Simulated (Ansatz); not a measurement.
Cost and result up the ladder for the cluster GaO3H3 (7 atoms). Charge 0, multiplicity 1. Geometry: PBE-D4/def2-SVP.

```
atom   x (Å)   y (Å)   z (Å)
 Ga1   0.045  -0.889  -0.684
  O2  -0.571   0.955   1.120
  O3   0.879   0.533  -1.385
  O4  -0.757  -0.490   0.930
  H5  -0.067  -2.321  -1.274
  H6   0.710   1.260  -0.748
  H7  -0.239   0.952   2.041
```

Ansatz on 4 threads of Arm Neoverse V1 on a shared host. Times are rough, and most runs start from the orbitals of an earlier one. ωB97M-V/def2-TZVP serves as the yardstick here, not as an exact answer. Binding counts from free atoms at the same level (Ga doublet, O triplet, H doublet; other spins of the atoms weren't run), without zero-point energy or a counterpoise term.

LC-ωPBE has ω = 0.4 bohr⁻¹. Correlated methods freeze 12 core orbitals; core or outer-core shells of Ga are correlated, in sets that lack core-valence functions. The structure holds 1 bond(s) between oxygen atoms. Another isomer (singlet) lies 3.83 eV lower at PBE0-D4/def2-TZVP; other spin states weren't run for this one.

Correlated methods converge slowly with the basis.

| level | functions | wall time | binding energy per atom (eV) | difference from ωB97M-V/def2-TZVP (eV) |
| --- | --- | --- | --- | --- |
| PBE-D4/def2-TZVP (with forces) | 159 | 1.3 s | 3.21 | 0.12 |
| LC-ωPBE/def2-TZVP | 159 | 1.4 s | 3.08 | -0.01 |
| PBE0-D4/def2-TZVP | 159 | 1.9 s | 3.03 | -0.06 |
| r2SCAN-D4/def2-TZVP | 159 | 2.3 s | 3.12 | 0.03 |
| ωB97M-V/def2-TZVP | 159 | 4.8 s | 3.09 | 0.00 |
| CCSD(T)/def2-TZVPP | 183 | 55 s | 3.04 | -0.05 |
